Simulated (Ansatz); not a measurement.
The same substitution along the group Cl, Br, I.

Gas-phase electronic energies from Ansatz, PBE0-D4/def2-TZVP geometries. CCSD(T)/CBS is the MP2 limit (def2-TZVPP, def2-QZVPP) plus CCSD(T) − MP2 in def2-TZVPP, frozen cores. This one scheme is used for every species. Double bonds are as drawn, so ΔE can hold a change between cis and trans. Functionals use def2-TZVPP. Elements past krypton have def2 core potentials. For Br, I outer-core shells are correlated without core-valence functions, which leaves a few kJ/mol of doubt a bond. Scalar relativity is left out up to krypton. Each species was taken in one conformer, which may not be the lowest.

```csv
reaction,CCSD(T)/CBS(def2) (kJ/mol)
`BCCCl` + `C/N=C/O` → `BCO/C=N/C` + `CCl`,?
`BCCBr` + `C/N=C/O` → `BCO/C=N/C` + `CBr`,52
`BCCI` + `C/N=C/O` → `BCO/C=N/C` + `CI`,48
```

Question: Fill in the missing values. (An estimate is asked.)

Answer: Ansatz gave: `BCCCl` + `C/N=C/O` → `BCO/C=N/C` + `CCl`: +52.0 kJ/mol.

Largest T1 diagnostic: 0.013, for `C/N=C/O`.
